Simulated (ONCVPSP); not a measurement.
# Varying the ONCV potential for platinum (Pt)

Base potential:

Pt (Z = 78), optimised norm-conserving Vanderbilt (ONCV), made with ONCVPSP 4.0.1 (PW91, fully relativistic). Core [Kr] 4d10 4f14, reference 5s2 5p6 5d9 6s0.5 (charge +0.5). Waves: 5s+6s: rc 1.65 bohr, ncon 4, nbas 9, qcut 6.5 1/bohr, 2 projectors; 5p: rc 1.25 bohr, ncon 4, nbas 8, qcut 7.3 1/bohr, 2 projectors, debl 0.5 Ha; 5d: rc 1.25 bohr, ncon 4, nbas 8, qcut 8.8 1/bohr, local. Local part: the d channel. Core correction: none.

Open shells are filled in proportion to 2j + 1.

In the p channel the program set the typed energies aside and used -2.059, 0.250 Ha (j = l + 1/2; the other j can differ).

All-electron outer shells of the reference configuration (PW91, scalar-relativistic, ld1.x):

| shell | level (eV) | outermost node (bohr) | outermost maximum (bohr) |
| --- | --- | --- | --- |
| 5s | -105.90 | 0.49 | 0.87 |
| 4f | -74.13 | – | 0.38 |
| 5p | -60.09 | 0.53 | 0.98 |
| 5d | -10.15 | 0.57 | 1.26 |
| 6s | -9.24 | 1.14 | 2.32 |

Cutoffs, loose and tight: the cutoffs (Ha) at which the residual kinetic energy of the hardest occupied pseudo-wave falls to 1 and 0.1 mHa per electron. They do not see the model core or the augmentation charge, which bear on the density cutoff. Test errors are all-electron minus pseudo excitation energies from the reference, over the configurations 5s2 5p6 5d9 6s1; 5s2 5p6 5d9 6s0; 5s2 5p6 5d8 6s0; 5s1 5p6 5d9 6s1. A dash means not determined; rows that change the core or the reference have their own tests. The largest error is taken over the tests solved by every variant that gives reliable tests at all: 5s1 5p6 5d9 6s1; 5s2 5p6 5d8 6s0; 5s2 5p6 5d9 6s0.

A true bound ghost makes a file unfit for plane-wave use even where its test errors are small: the radial tests pick states by their node count and pass the ghost by.

| change | outcome | cutoff, loose | cutoff, tight | bound ghosts | GHOST(+) flags above zero | largest test error (meV) |
| --- | --- | --- | --- | --- | --- | --- |
| base | generated, projector energies reset by the program, misses its reference levels by 0.83 eV | 63 Ha | 128 Ha | s | none | -433 |
| all radii scaled by about 0.80 (s 1.32, p 1.00, d 1.00 bohr) | generated, projector energies reset by the program, misses its reference levels by 0.84 eV | 197 Ha | 242 Ha | none | none | -154 |
| all radii scaled by about 0.93 (s 1.54, p 1.16, d 1.16 bohr) | generated, projector energies reset by the program, misses its reference levels by 0.83 eV | 124 Ha | 155 Ha | none | none | -324 |
| all radii scaled by about 1.18 (s 1.94, p 1.48, d 1.48 bohr) | generated, projector energies reset by the program, misses its reference levels by 0.83 eV | 22 Ha | 40 Ha | p3/2 | p3/2 | -631 |
| all radii scaled by about 1.33 (s 2.18, p 1.66, d 1.66 bohr) | generated, projector energies reset by the program, misses its reference levels by 0.83 eV | 21 Ha | 25 Ha | none | none | -716 |

**Question.** What comes out with this change to the base: all radii scaled by about 0.86 (s 1.42, p 1.08, d 1.08 bohr)?

**Answer.** outcome: generated, projector energies reset by the program, misses its reference levels by 0.83 eV; cutoff, loose: 153 Ha; cutoff, tight: 181 Ha; bound ghosts: none; GHOST(+) flags above zero: none; largest test error (meV): -225.

**Question.** What comes out with this change to the base: all radii scaled by about 1.23 (s 2.02, p 1.54, d 1.54 bohr)?

**Answer.** outcome: generated, projector energies reset by the program, misses its reference levels by 0.83 eV; cutoff, loose: 20 Ha; cutoff, tight: 26 Ha; bound ghosts: none; GHOST(+) flags above zero: none; largest test error (meV): -661.

**Question.** What comes out with this change to the base: all radii scaled by about 1.07 (s 1.78, p 1.34, d 1.34 bohr)?

**Answer.** outcome: generated, projector energies reset by the program, misses its reference levels by 0.83 eV; cutoff, loose: 28 Ha; cutoff, tight: 105 Ha; bound ghosts: none; GHOST(+) flags above zero: none; largest test error (meV): -525.

Reading the sweep of the scale of all radii (base = 1) (base included, trends over the rows without a ghost): The loose cutoff is not monotonic: lowest 20 Ha at 1.23, highest 197 Ha at 0.8. Bound ghosts are found at 1, 1.18.
